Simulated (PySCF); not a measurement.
C3H13Si3 (doublet state).
Geometry (GFN2-xTB, Å), atoms numbered from 1 in this order:
```xyz
19
C3H13Si3 angstrom
C      2.9577   -0.0354    0.0181
C      1.4870    0.1540    0.3629
Si     0.3350   -0.6372   -0.9217
C     -1.4852   -0.4210   -0.4025
Si    -1.8221   -1.3608    1.2148
Si    -2.0583    1.3931   -0.3282
H      3.6021    0.4302    0.7630
H      3.1831    0.4062   -0.9500
H      3.2049   -1.0934   -0.0302
H      1.2741    1.2216    0.4411
H      1.2976   -0.2729    1.3487
H      0.5910   -0.0129   -2.2317
H      0.6337   -2.0748   -1.0306
H     -2.0784   -0.9094   -1.1808
H     -1.2459   -0.7262    2.3991
H     -3.2395   -1.6529    1.4313
H     -1.7631    2.0790   -1.5888
H     -1.3790    2.0849    0.7700
H     -3.5046    1.4372   -0.0920
```

The hyperfine couplings belong to this conformer and change with its torsions.

The species is `CC[SiH2][C@@H]([SiH2])[SiH3]` [radical].

Computed with UKS B3LYP, pcH-1 on C H Si, non-relativistic, mean-field spin-orbit, GIAO (PySCF 2.14.0). Isolated species at its GFN2-xTB geometry (one conformer only). Couplings are sensitive to structure, and on GFN2-xTB geometries they can be far from those on DFT ones, by a factor of two or more for some ions and for spin on atoms past the first row. The SCF solution wasn't tested for stability.

(1) What is the g tensor, term by term?

(2) What are the electron Larmor frequencies g μB B/h along the three axes at 1200 mT?

(3) Average each term over the three axes. Which is largest in size?

(4) At 33.87 GHz, how far is the centre of the isotropic spectrum from where a free electron (g = 2.002319) resonates?

(5) In a frozen sample, at which fields do the three g values resonate at 9.5, 34, 94 and 263 GHz (hyperfine left aside), and which band first spreads them over more than twice a line width of 0.3 mT?

Results:

(1) 
| Δg (ppm) | 1 | 2 | 3 |
| --- | --- | --- | --- |
| relativistic mass correction | -130 | -130 | -130 |
| gauge correction | 16 | 32 | 30 |
| orbital Zeeman/spin–orbit | -155 | 1488 | 1972 |
| total | -269 | 1390 | 1871 |

So g = 2.00205, 2.00371, 2.00419 and g_iso = 2.00332; the tensor is rhombic: the two nearest values differ by 22 % of g3 − g1. 

(2) 33.6254, 33.6533, 33.6614 GHz for g1, g2 and g3, a range of 35.9 MHz.

(3) The orbital-Zeeman/spin–orbit term 1102, the mass correction -130 and the gauge correction 26 ppm, for a total of 998 ppm. The orbital-Zeeman/spin–orbit term is the largest in size. The mass correction is the same along every axis, so the anisotropy comes from the other two: their spans along these axes are 16 (gauge) and 2127 ppm (orbital Zeeman/spin–orbit).

(4) B = hν/(g μB) with μB/h = 13.99624 MHz/mT gives 1208.57 mT for the free electron and 1207.96 mT at g_iso, 0.60 mT lower.

(5) 
| band | GHz | B(g3) mT | B(g2) mT | B(g1) mT | spread mT |
| --- | --- | --- | --- | --- | --- |
| X | 9.5 | 338.67 | 338.75 | 339.03 | 0.36 |
| Q | 34.0 | 1212.07 | 1212.36 | 1213.37 | 1.30 |
| W | 94.0 | 3351.02 | 3351.83 | 3354.60 | 3.58 |
| J | 263.0 | 9375.73 | 9377.98 | 9385.75 | 10.02 |

The spread grows in proportion to the frequency. Q band is the first where it exceeds 0.6 mT.

The largest Mulliken spin population is on Si5 (+0.97). The angles at Si5 add up to 337.6°, so it is pyramidal.

The HOMO–LUMO gaps are 5.67 eV among the α and 5.56 eV among the β orbitals.

Hardware: an Arm Neoverse V2 with one thread (shared host). Cost: 1.8 min (grids of density and orbitals included), 1.1 GiB resident at most.
